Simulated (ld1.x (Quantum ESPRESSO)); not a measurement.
# Before and after: ultrasoft potential for Al (Z = 13)

- Element: aluminium
- Generator: ld1.x (Quantum ESPRESSO) 7.5
- Type: ultrasoft
- Functional: PBE
- Relativity: scalar-relativistic
- Frozen core: [Ne]
- Valence charge: 3
- Reference configuration: 3s2 3p1
- Partial waves: 3s (bound): rcut 1.95, rcutus 2.05 bohr; 3s channel at -0.2 Ry: rcut 1.95, rcutus 2.05 bohr; 3p (bound): rcut 2.05, rcutus 2.75 bohr; 3p channel at 1.05 Ry: rcut 2.05, rcutus 2.75 bohr; 3d channel at -0.1 Ry: rcut 2.05, rcutus 2.60 bohr
- Local potential: all-electron potential smoothed inside 2.75 bohr (lloc = -1)
- Core correction: none
- Augmentation charge: built from norm-conserving waves at rcut, not smoothed further

Change: all radii scaled by about 0.87 (s 1.78, p 2.38, d 2.26 bohr, rcut 1.68/1.78/1.78); local potential all-electron potential smoothed inside 2.38 bohr (lloc = -1).

Cutoffs: the cutoffs (Ry, on a coarse ladder) from which the occupation-weighted sum of valence levels, in a spherical-Bessel basis at the reference potential, stays within 10 and 1 mRy of its value at 400 Ry; they do not see the model core or the augmentation charge, which bear on the density cutoff. Errors are all-electron minus pseudo energies relative to the spin-unpolarised reference configuration.

Question: What does the change do?

Answer: Both files are very soft, the changed one slightly harder (loose and tight cutoff 6 and 10 Ry → 8 and 12 Ry on this coarse ladder); of the 7 tests that both files solve, the error grows in 2 and shrinks in 0 by more than 15 % and 0.3 meV (median size 6.4 → 7.4 meV); neither file shows a bound ghost.

```tsv
quantity	base	changed
cutoff, loose	6 Ry	8 Ry
cutoff, tight	10 Ry	12 Ry
loose cutoff by channel (10 mRy a level)	s 6 Ry, p 6 Ry	s 8 Ry, p 6 Ry
bound ghosts	none	none
error for 3s2 3p0, meV [ΔE 5.76 eV]	-3.5	-3.7
error for 3s1 3p0, meV [ΔE 24.99 eV]	+16	+14
error for 3s2 3p0.5, meV [ΔE 2.09 eV]	-0.7	-0.7
error for 3s1 3p2, meV [ΔE 5.14 eV]	+6.4	+7.4
error for 3s2 3p1.3, meV [ΔE -0.57 eV]	-0.1	-0.1
error for 3s1 3p1, meV [ΔE 11.57 eV]	+7.8	+8.1
error for 3s0 3p3, meV [ΔE 10.45 eV]	+29	+34
lowest overlap eigenvalue by channel	s 0.35, p 0.82, d 1.00	s 0.16, p 0.76, d 1.00
```
